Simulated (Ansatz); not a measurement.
`[NH2][In]([OH])[Br]` → Br• + 3 H• + In• + N• + O•  (atomization)

Computed with Ansatz on PBE0-D4/def2-TZVP structures; ΔE is electronic, products minus reactants. CCSD(T)/CBS is the MP2 limit (def2-TZVPP, def2-QZVPP) plus CCSD(T) − MP2 in def2-TZVPP, frozen cores. This one scheme is used for every species, atoms too. Functionals use def2-TZVPP. HSE06 is defined as in plane-wave codes. Open shells (•) are unrestricted, without spin–orbit coupling. Spin–orbit coupling would lower the free atoms: a little for O; clearly for Br; strongly for In. Elements past krypton have def2 core potentials. For Br, In outer-core shells are correlated without core-valence functions, so the limit isn't a true one: a few kJ/mol of doubt a bond, and 10 to 20 or more in all where bonds break to atoms. Scalar relativity is left out up to krypton. Each species was taken in one conformer, which may not be the lowest.

| level | ΔE (kcal/mol) | difference from CCSD(T)/CBS |
| --- | --- | --- |
| r2SCAN-D4 | 499.4 | -8.6 |
| B97M-V | 497.4 | -10.6 |
| r2SCAN0-D4 | 484.7 | -23.3 |
| PBE-QIDH | 492.0 | -16.0 |
| BLYP | 491.1 | -16.9 |
| r2SCAN0 | 483.7 | -24.3 |
| HSE06 | 492.3 | -15.7 |
| HF/def2-SVP | 308.7 | -199.3 |
| HF/def2-TZVPP | 318.0 | -190.0 |
| SCS-MP2/def2-TZVPP | 493.2 | -14.8 |
| CCSD(T)/CBS | 508.0 | 0 |

Largest T1 diagnostic among the species: 0.015.

In def2-TZVPP, CCSD(T) changes the Hartree–Fock value by +167.6 kcal/mol (the triples alone add +11.5 kcal/mol) and MP2 by +180.2 kcal/mol; breaking electron pairs costs correlation energy, which Hartree–Fock lacks. From PBE to PBE0 (25 % exact exchange), in def2-TZVPP and without D4, ΔE moves by −15.7 kcal/mol: exact exchange takes away binding that semilocal exchange gives to molecules. Leaving LDA and LC-ωPBE aside and taking each functional with its dispersion term where it has one, the values, not all of them listed here, spread over 37.9 kcal/mol, from BHLYP-D4 to PBE-D4. LDA lies +78.6 kcal/mol from PBE without D4, its usual overbinding.

For atomizations the MP2-based limit and the directly extrapolated one differ by several kJ/mol either way, and by 10 to 25 for some Ge, Se and Sn compounds, so smaller differences from it don't rank the levels.
